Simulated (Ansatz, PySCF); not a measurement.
Gas-phase reaction (SMILES): C[Si](C)(C)N + [H][H] (H2) → C[SiH](C)C [trimethylsilane] + N (NH3); hydrogen cleaves one Si-N bond, a model of a ligand-exchange step.

Structures are relaxed separately at B3LYP-D3(BJ)/def2-TZVP in Ansatz (a first-principles code), one conformer each, not searched for the lowest. Cores are frozen in the correlated levels unless marked. No spin-orbit coupling. Non-relativistic. CBS marks a two-point X^-3 extrapolation of the correlation energy; Hartree-Fock from the larger set. Thermal terms are rigid-rotor harmonic-oscillator values from B3LYP-D3(BJ) frequencies (Ansatz or PySCF) at 298.15 K and 1 atm. 1 Eh = 627.5095 kcal/mol.

| species | E, CCSD(T)/CBS(cc-pV(T+d)Z,cc-pV(Q+d)Z) (Ansatz) (Eh) | E, PBE0-D4/def2-TZVPD (Ansatz + dftd4) (Eh) | H - E (Eh) |
|---|---|---|---|
| C[Si](C)(C)N | -464.62283 | -465.00501 | 0.14628 |
| [H][H] (H2) | -1.17450 | -1.16831 | 0.01336 |
| C[SiH](C)C | -409.27984 | -409.64695 | 0.12691 |
| N (NH3) | -56.50369 | -56.51535 | 0.03799 |

Question: Work out ΔE and ΔH at 298.15 K at the first level, then ΔH at the second.

Answer: 
1. ΔE = [(-409.27984) + (-56.50369)] - [(-464.62283) + (-1.17450)] = 0.01380 Eh = 8.7 kcal/mol at CCSD(T)/CBS(cc-pV(T+d)Z,cc-pV(Q+d)Z).
2. The terms H - E add up to 0.00526 Eh, so ΔH = (0.01380 + (0.00526))×627.5095 = 12.0 kcal/mol.
3. At PBE0-D4/def2-TZVPD the same steps give ΔE = 6.9 and ΔH = 10.2 kcal/mol, a shift of -1.8 from the first level.
4. These values are not checked against measurement here, since the tables used lack a sound gas-phase enthalpy of formation for at least one species.
